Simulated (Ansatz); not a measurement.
Computed with Ansatz on PBE0-D4/def2-TZVP structures; ΔE is electronic, products minus reactants. CCSD(T)/CBS is the MP2 limit (def2-TZVPP, def2-QZVPP) plus CCSD(T) − MP2 in def2-TZVPP, frozen cores. This one scheme is used for every species. Functionals use def2-TZVPP. One conformer a species, not always the lowest.

`COC(O)[SiH3]` + BH₃ → `BC([SiH3])OC` + H₂O  (formal exchange of groups at a C–O bond)

Problem. Is it downhill or uphill in electronic energy at CCSD(T)/CBS, and by how much? (Estimate.)

Solution. Ansatz gave: Downhill: ΔE = -87.6 kJ/mol.

Problem. What do these levels give: ωB97X-V, B2PLYP, r2SCAN, MP2/def2-TZVPP, MP2/def2-QZVPP, MP2/CBS(def2)? (An estimate is asked.)

Solution. Ansatz gave: ωB97X-V -74.7, B2PLYP -78.1, r2SCAN -92.9, MP2/def2-TZVPP -87.3, MP2/def2-QZVPP -91.2, MP2/CBS(def2) -93.7 kJ/mol.

Largest T1 diagnostic among the species: 0.013.

From PBE to PBE0 (25 % exact exchange), in def2-TZVPP and without D4, ΔE moves by +5.9 kJ/mol. In def2-TZVPP, CCSD(T) changes the Hartree–Fock value by −38.7 kJ/mol (the triples alone add −5.1 kJ/mol) and MP2 by −44.8 kJ/mol.
